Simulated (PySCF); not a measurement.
C2H4F2, SMILES FCCF. Geometry optimised at PBE0-D3(BJ)/def2-SVP. One conformer was computed; it need not be the lowest.

Method: PBE0-D3(BJ)/def2-SVP in PySCF.

Harmonic wavenumbers (cm⁻¹): 154, 328, 500, 896, 922, 1136, 1140, 1173, 1269, 1311, 1402, 1453, 1476, 1482, 3051, 3060, 3115, 3127. Rotational constants (GHz): 17.65, 5.034, 4.409; symmetry number 2.

Problem. Work out the zero-point energy and the ideal-gas rigid-rotor harmonic-oscillator thermochemistry at 298.15 K and 1 atm.

Solution. ZPE = ½ Σ hcν = ½ × 26995 cm⁻¹ = 161.47 kJ/mol. H − E(el) = 175.22 kJ/mol. Entropy in J/(mol K): translation 161.01, rotation 95.58, vibration 21.32, total 277.90. G − E(el) = 92.36 kJ/mol. Cp = 63.08 J/(mol K).
